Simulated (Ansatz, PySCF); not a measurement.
Stretching the Ge1–H2 bond in GeH2 (SMILES [GeH2]) (multiplicity 1 held, fragments rigid). Energies count from the point at 1.599 Å.
Geometry at that point (charge 0, multiplicity 1):
```xyz
3

Ge     0.00662    -0.00051     0.06581
H     -0.12324    -1.12903    -1.06003
H     -0.08864     1.14542    -1.04582
```

Restricted levels (R-, RO-) in cc, def2 and unpolarised 6-31G sets keep to the state of the molecule at rest. U- levels take the lowest unrestricted solution at each point, which mixes spins at long bonds. Curves can end on different states.

Rows in 3-21G carry no dispersion term and start afresh at each structure; the Pople sets are all-electron and without relativity.

Codes used: Ansatz (Gaussian orbitals); PySCF for 3-21G rows. Each number belongs to the level named beside it.

**Question.** One of these levels gives 151.98 kcal/mol for the energy at R = 5.118 Å. Name it.
A) R-HF/3-21G
B) U-HF/cc-pVTZ
C) U-r2SCAN/cc-pVTZ
D) R-PBE/cc-pVTZ

**Answer.** A, R-HF/3-21G. The others give 52.23 (U-HF/cc-pVTZ), 95.53 (R-PBE/cc-pVTZ), 71.53 (U-r2SCAN/cc-pVTZ)

Doubts at one or more of the structures used: a restricted determinant that unrestricted orbitals would lower (R-HF/3-21G, R-PBE/cc-pVTZ); a spin-contaminated determinant (U-HF/cc-pVTZ, U-r2SCAN/cc-pVTZ).

Ansatz is a quantum-chemistry and plane-wave program.
